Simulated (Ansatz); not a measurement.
Species: CH₆BN, charge 0, singlet. CH6BN (SMILES BNC).
B3LYP-D3(BJ)/def2-TZVP minimum from Ansatz (a quantum-chemistry and plane-wave program):
```
N
H 1 1.0093
B 1 1.3850 2 119.22
C 1 1.4538 2 113.67 3 -180.00
H 4 1.0884 1 108.98 2 -180.00
H 4 1.0933 5 108.43 1 121.40
H 4 1.0933 5 108.43 6 117.21
H 3 1.1931 1 118.86 2 0.00
H 3 1.1942 8 122.11 1 -180.00
```
Charge 0, spin multiplicity 1.

Total energies in hartree (Ansatz). UHF or UKS for unpaired electrons; spin-orbit terms are left out. Cores are frozen in correlated methods. No relativity. For partners of very few electrons the exact lower level stands in for a higher one.

```tsv
species	HF/cc-pVTZ	CCSD(T)/cc-pVTZ	HF/cc-pVQZ	CCSD(T)/cc-pVQZ	CCSD(T)/cc-pVDZ	CCSDT(Q)/cc-pVDZ
1: CH6BN (SMILES BNC)	-120.56406	-121.11789	-120.57260	-121.15459	-120.98767	-120.98925
2: B (doublet)	-24.53207	-24.59810	-24.53297	-24.60084	-24.58941	-24.58977
3: H (doublet)	-0.49981	-0.49981	-0.49995	-0.49995	-0.49928	-0.49928
4: N (quartet)	-54.40069	-54.51471	-54.40372	-54.52482	-54.47850	-54.47866
5: C (triplet)	-37.69157	-37.78076	-37.69331	-37.78654	-37.76038	-37.76071
```

**Question.** Work out the atomisation energy (electronic, to ground-state atoms) in kcal/mol: take Hartree-Fock from cc-pVQZ, extrapolate the CCSD(T) correlation energy as X^-3 (X = 3, 4), and add CCSDT(Q) - CCSD(T) in cc-pVDZ. 1 hartree = 627.51 kcal/mol.

**Answer.** 
Species 1: correlation (64·(-0.58199) - 27·(-0.55383))/37 = -0.60254; step -0.00158; E1 = -120.57260 + (-0.60254) + (-0.00158) = -121.17672
Species 2: correlation (64·(-0.06787) - 27·(-0.06603))/37 = -0.06921; step -0.00036; E2 = -24.53297 + (-0.06921) + (-0.00036) = -24.60254
Species 3: correlation (64·(0.00000) - 27·(0.00000))/37 = 0.00000; step +0.00000; E3 = -0.49995 + (0.00000) + (+0.00000) = -0.49995
Species 4: correlation (64·(-0.12110) - 27·(-0.11402))/37 = -0.12627; step -0.00016; E4 = -54.40372 + (-0.12627) + (-0.00016) = -54.53015
Species 5: correlation (64·(-0.09323) - 27·(-0.08919))/37 = -0.09618; step -0.00033; E5 = -37.69331 + (-0.09618) + (-0.00033) = -37.78982
-1·E1 +1·E2 +6·E3 +1·E4 +1·E5 = 1.25451 hartree = 787.2 kcal/mol.
